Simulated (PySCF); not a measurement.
B3LYP has the VWN-RPA correlation part, as in Gaussian. 

```xyz
10

N      1.7571    -0.2460     0.1948
Al     0.0009    -0.0001     0.1335
N     -1.0947    -1.3925     0.2311
N     -0.6617     1.6384    -0.0255
H      2.2162    -1.1417     0.1694
H      2.4417     0.4894     0.2613
H     -0.8129    -2.3371     0.4366
H     -2.0910    -1.3538     0.0908
H     -0.1183     2.4676    -0.2012
H     -1.6375     1.8758     0.0468
```

Charge 0, multiplicity 1.

Give the Mulliken and meta-Löwdin atomic charges from B3LYP-D3(BJ)/def2-TZVP run with PySCF 2.14.0.


```json
[
 {"atom": "N1", "Mulliken (e)": "-0.65", "meta-Löwdin (e)": "-0.78"},
 {"atom": "Al2", "Mulliken (e)": "0.68", "meta-Löwdin (e)": "0.96"},
 {"atom": "N3", "Mulliken (e)": "-0.65", "meta-Löwdin (e)": "-0.78"},
 {"atom": "N4", "Mulliken (e)": "-0.65", "meta-Löwdin (e)": "-0.78"},
 {"atom": "H5", "Mulliken (e)": "0.21", "meta-Löwdin (e)": "0.23"},
 {"atom": "H6", "Mulliken (e)": "0.21", "meta-Löwdin (e)": "0.23"},
 {"atom": "H7", "Mulliken (e)": "0.21", "meta-Löwdin (e)": "0.23"},
 {"atom": "H8", "Mulliken (e)": "0.21", "meta-Löwdin (e)": "0.23"},
 {"atom": "H9", "Mulliken (e)": "0.21", "meta-Löwdin (e)": "0.23"},
 {"atom": "H10", "Mulliken (e)": "0.21", "meta-Löwdin (e)": "0.23"}
]
```
